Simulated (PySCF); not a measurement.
**C2H7FSi**

C2H7FSi is a small molecule, neutral, singlet. The structure, one conformer, was relaxed in the gas phase by PBE0-D3(BJ)/def2-SVP. No frequency run checks that it is a minimum.

SMILES: C[SiH](C)F

```xyz
11

Si   -0.218    0.327   -0.584
C    -1.362   -0.444    0.669
C     1.577    0.082   -0.147
F    -0.518    1.935   -0.618
H    -0.507   -0.187   -1.956
H    -2.416   -0.284    0.397
H    -1.189   -1.530    0.736
H    -1.196   -0.010    1.668
H     2.236    0.579   -0.874
H     1.796    0.494    0.851
H     1.830   -0.990   -0.135
```
Atoms count from 1 in this order.

Shieldings: GIAO PBE0/pcSseg-2. Shifts are against computed references at the same level: C TMS (σ 184.1 ppm), H TMS (σ 31.24 ppm), Si TMS (σ 341.3 ppm). Core levels by delta-SCF with SCAN, pcX-2 on the ionised atom and pcseg-1 elsewhere, spin-free X2C (2p3/2 is the spin-free 2p value less a third of a first-order spin-orbit splitting); from the vacuum level, for chosen atoms.

(1) Give the NMR and core-level values of the distinct atoms.

(2) By CAM-B3LYP/def2-SVPD (TDDFT singlets, Tamm-Dancoff triplets, ionisation by delta-SCF), where does absorption start, and what does vertical ionisation take?

Answers

(1) 
```
     atoms        bonded to  σ (ppm)  δ (ppm)  core level (eV)
       Si1  2 C + 1 F + 1 H    316.9     24.4     2p3/2 107.49
     C2 C3       1 Si + 3 H    184.4     -0.3        1s 290.45
        F4             1 Si    364.5        -        1s 691.86
        H5             1 Si    26.00     5.25                -
  H6 H7 H8              1 C    30.96     0.29                -
H9 H10 H11              1 C    30.95     0.29                -
```

Values are those of this one static structure, with the three H of a rotating XH3 group averaged; atoms that internal rotation interchanges would show their mean in an NMR spectrum.

(2) The lowest singlet lies at 8.50 eV (f 0.082), the lowest triplet at 8.03 eV; vertical ionisation takes 11.27 eV.

The 3 runs behind this took 2.5 min in all, one thread each of Intel Xeon Platinum 8175M on a shared host, launched as `OMP_NUM_THREADS=1 python cluster_run.py task.json out`.
